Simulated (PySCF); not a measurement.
Sb2, SMILES [Sb]#[Sb]. Atoms are numbered in the order given.

```xyz
2

Sb     0.0000     0.0000    -1.2440
Sb     0.0000     0.0000     1.2440
```
Charge 0, spin multiplicity 1.

Geometry: B3LYP-D3(BJ)/def2-TZVP. The def2 effective core potentials stand for the cores of Sb; spin–orbit coupling is left out.

Method: r2SCAN/def2-TZVPD run with PySCF.

Isolated molecule, no solvent.

Question: Estimate the frontier levels, gap, dipole moment and polarisability. (Estimate from the structure and the level; the computed values follow.)

Answer: 
```
Quantity                                                                                                         Value
---------------------------------------------------------------------------------------------  -----------------------
highest occupied level                                                                                        -6.03 eV
lowest empty level                                                                                            -3.49 eV
orbital gap                                                                                                    2.54 eV
dipole moment                                                                                                   0.00 D
quadrupole, principal values (traceless, Buckingham form, about the centre of nuclear charge)   -1.16, -1.16, 2.32 D·Å
mean static polarisability                                                                       94.3 bohr³ (13.98 Å³)
polarisability, principal values                                                               72.5, 72.5, 137.9 bohr³
```
